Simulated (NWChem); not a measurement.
Everything below was run with NWChem. System: CHF$_{2}$, charge 0, spin multiplicity 2, at a geometry optimised with UPBE/def2-SVP. The structure started from a generated list of species. Its SCF solution wasn't tested for a lower state. Level: UMP2/def2-TZVP, 3 core orbitals frozen.

Output (cleaned and shortened):

```
             Northwest Computational Chemistry Package (NWChem) 7.3.0
             --------------------------------------------------------

                                NWChem Input Module
                                -------------------

 Scaling coordinates for geometry "geometry" by  1.889725989
 (inverse scale =  0.529177249)

 Turning off AUTOSYM since
 SYMMETRY directive was detected!

                             Geometry "geometry" -> ""
                             -------------------------

 Output coordinates in angstroms (scale by  1.889725989 to convert to a.u.)

  No.       Tag          Charge          X              Y              Z
 ---- ---------------- ---------- -------------- -------------- --------------
    1 F                    9.0000     0.23095300    -0.07585700     1.10454500
    2 C                    6.0000    -0.44287500     0.24425200     0.00000000
    3 F                    9.0000     0.23095300    -0.07585700    -1.10454500
    4 H                    1.0000    -1.49991000    -0.10009300     0.00000000

 Effective nuclear repulsion energy (a.u.)      69.7762762194

            Nuclear Dipole moment (a.u.)
            ----------------------------
        X                 Y               Z
 ---------------- ---------------- ----------------
    -0.0000113384    -0.0000132281     0.0000000000

      Symmetry information
      --------------------

 Group name             Cs
 Group number              2
 Group order               2
 No. of unique centers     3

      Symmetry unique atoms

     1    2    4


 Summary of "ao basis" -> "" (spherical)
 ------------------------------------------------------------------------------
       Tag                 Description            Shells   Functions and Types
 ---------------- ------------------------------  ------  ---------------------
 *                         def2-tzvp                  on all atoms

 Summary of "ao basis" -> "ao basis" (spherical)
 ------------------------------------------------------------------------------
       Tag                 Description            Shells   Functions and Types
 ---------------- ------------------------------  ------  ---------------------
 F                         def2-tzvp                11       31   5s3p2d1f
 C                         def2-tzvp                11       31   5s3p2d1f
 H                         def2-tzvp                 4        6   3s1p

                                 NWChem SCF Module
[...]
     2   0 2 0    -11.661527     -7.919327     -5.426135      1.683935
     2   0 1 1      0.000000      0.000000      0.000000      0.000000
     2   0 0 2    -13.362699    -46.356435    -45.428100     78.421836

                   NWChem MP2 Semi-direct Energy/Gradient Module
                   ---------------------------------------------

  Basis functions       =     99
  Molecular orbitals    =     99
  Frozen core           =      3
  Frozen virtuals       =      0
  Active alpha occupied =     10
  Active beta occupied  =      9
  Active alpha virtual  =     86
  Active beta virtual   =     87
  Use MO symmetry       = T
  Use skeleton AO sym   = T

  AO/Fock/Back tols     =   1.0D-09  1.0D-09  1.0D-09

 GA uses MA = F    GA memory limited = T

 Available:
  local mem=  1.26D+08
 global mem=  1.44D+08
 local disk=  0.00D+00
  mp2_memr nvloc                    86
  nvloc new                    86
   1 passes of  10:        5242880                      62976                  14321045.
   1 passes of  10: M    126152554           G      144159598           F     120909674.

 Semi-direct pass number   1 of   1  for UHF alpha       at        1.3s
  vrange nnbf                  4892
  mp2_eaftype                    54  avail_ma_in_mb                  1099
 EAF : mp2_eaftype filesize          54    7160522.
  mp2_eaf for mointskh                     54
Node 0 wrote     33.7 Mb in      0.0 s     Agg I/O rate:  7608.3 Mb/s
 Done moints_semi at        2.3s
  mp2_eaftype                    54  avail_ma_in_mb                  1045
 EAF : mp2_eaftype filesize          54    7160522.
  mp2_eaf for kh                    54
 Done maket at        2.3s
 Done multipass loop at        2.3s

 GA uses MA = F    GA memory limited = T

 Available:
  local mem=  1.26D+08
 global mem=  1.44D+08
 local disk=  0.00D+00
  mp2_memr nvloc                    87
  nvloc new                    87
   1 passes of   9:        5242880                      59128                  13040319.
   1 passes of   9: M    126152554           G      144159598           F     120909674.

 Semi-direct pass number   1 of   1  for UHF beta        at        2.4s
  vrange nnbf                  4892
  mp2_eaftype                    49  avail_ma_in_mb                  1099
 EAF : mp2_eaftype filesize          49    6520160.
  mp2_eaf for mointskh                     49
Node 0 wrote     30.6 Mb in      0.0 s     Agg I/O rate:  7534.7 Mb/s
 Done moints_semi at        3.3s
  mp2_eaftype                    49  avail_ma_in_mb                  1050
 EAF : mp2_eaftype filesize          49    6520160.
  mp2_eaf for kh                    49
 Done maket at        3.4s
 Done multipass loop at        3.4s

          -------------------------------------------
          SCF energy                -237.372361995006
          Correlation energy          -0.632032940235
          Singlet pairs                0.000000000000
          Triplet pairs                0.000000000000
          Total MP2 energy          -238.004394935241
          -------------------------------------------

          ---------------------------------------------------
                    Spin Component Scaled (SCS) MP2
          Same spin pairs                     -0.164924672327
          Same spin scaling factor             0.333333333333
          Opposite spin pairs                 -0.467108267909
          Opposite spin scaling fact.          1.200000000000
          SCS-MP2 correlation energy          -0.615504812266
          Total SCS-MP2 energy              -237.987866807271
          ---------------------------------------------------

 -----------------------
 Performance information
 -----------------------

 Timer overhead =  1.19D-07 seconds/call

               Nr. of calls         CPU time (s)                 Wall time (s)                GFlops
             ---------------    -------------------     ------------------------------   -------------------
Name         Min   Avg   Max    Min     Avg     Max     Min     Avg     Max   Mx/calls   Min     Max     Sum
mp2: moin     2     2     2    1.9     1.9     1.9      1.9     1.9     1.9    0.96      0.0     0.0     0.0
mp2: make     2     2     2   0.16    0.16    0.16     0.16    0.16    0.16    8.19E-2   0.0     0.0     0.0
mp2: tota     1     1     1    2.1     2.1     2.1      2.1     2.1     2.1     2.1      0.0     0.0     0.0

 The average no. of pstat calls per process was 5.00D+00
 with a timing overhead of 5.93D-07s

 Task  times  cpu:        3.4s     wall:        3.4s

 Total times  cpu:        3.4s     wall:        3.4s
```

Write an NWChem input that would produce this output.

One answer among several that fit: 
```
start mol
memory heap 200 mb stack 900 mb global 1100 mb
geometry units angstroms nocenter noautoz
  F      0.230953    -0.075857     1.104545
  C     -0.442875     0.244252     0.000000
  F      0.230953    -0.075857    -1.104545
  H     -1.499910    -0.100093     0.000000
  symmetry group Cs
end
basis spherical
  * library def2-tzvp
end
scf
  uhf
  nopen 1
  maxiter 100
  thresh 1e-7
  semidirect memsize 60000000 filesize 0
  # guess.movecs holds the orbitals of an unrestricted PBE0 run
  vectors input guess.movecs output mol.movecs
end
mp2
  freeze core 3
end
task mp2 energy
```
